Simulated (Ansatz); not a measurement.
```yaml
crystal:
  periodic: [false, false, false]
  atoms:
    - {symbol: O, position_ang: [-1.677907, -0.611696, 0.416714]}
    - {symbol: Mo, position_ang: [-0.044241, 0.050370, -0.123508]}
    - {symbol: O, position_ang: [1.454390, 1.124269, -0.133031]}
    - {symbol: O, position_ang: [0.311301, -1.047344, -1.563819]}
    - {symbol: F, position_ang: [-0.886134, 1.202355, -1.282643]}
    - {symbol: F, position_ang: [-0.266938, 0.978405, 1.536060]}
    - {symbol: F, position_ang: [0.859055, -1.277537, 0.829755]}
    - {symbol: H, position_ang: [-2.080729, -0.321362, 1.242739]}
    - {symbol: H, position_ang: [1.629989, 1.735151, 0.591448]}
    - {symbol: H, position_ang: [0.784314, -1.883911, -1.510815]}
basis:
  gaussian: {orbitals: ANO-RCC-VTZP}
magnetization: {spin_polarized: true, initial_magnetization: 0}
hamiltonian: {xc: {name: LC-wPBE}}
kpoints: {mp_grid: {grid: [2, 2, 2]}}
output: {forces: true}
```

```sh
$ ansatz run in.yaml --threads 8 --pin off --events-out ev --progress --plain --max-ram 20889MiB
```

Output, abridged:

```
Error: invalid value for `basis.gaussian`: such a run doesn't read kpoints; remove what it names
```

Question: What is wrong with this run?

Answer: The input holds a key that doesn't belong there. The program refused the input.
